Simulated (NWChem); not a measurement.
# Ionisation of OSe

```
O
Se 1 1.6566
```
Charge 0, spin multiplicity 3.

All runs are NWChem calculations. All single points use one geometry, from UB3LYP/def2-SVP, a minimum by its harmonic frequencies.

Basis set: def2-TZVPD. The species with one electron less has spin multiplicity 2 and keeps the geometry of the parent. Δ marks differences of total energies (open shells unrestricted). −ε marks an orbital energy of the parent. That orbital need not have the symmetry of the hole or added electron in the Δ rows.

The Hamiltonian is non-relativistic. B3LYP has NWChem's definition, with VWN1-RPA local correlation. The structure started from a generated list of species. The unpaired electrons of the parent sit in orbitals of symmetry b1 and b2 (C2v labels of the run); other states weren't searched. The stability of the SCF solutions was not checked.

Question: Order these methods by the first vertical ionisation energy they give, lowest first: ΔCAM-B3LYP, evGW@PBE, −ε(alpha HOMO) of CAM-B3LYP, −ε(alpha HOMO) of PBE, G0W0@LDA (SVWN5), ΔBHandHLYP.

Answer: −ε(alpha HOMO) of PBE (6.12 eV), −ε(alpha HOMO) of CAM-B3LYP (8.95 eV), G0W0@LDA (SVWN5) (9.32 eV), evGW@PBE (10.03 eV), ΔCAM-B3LYP (10.51 eV), ΔBHandHLYP (10.61 eV)
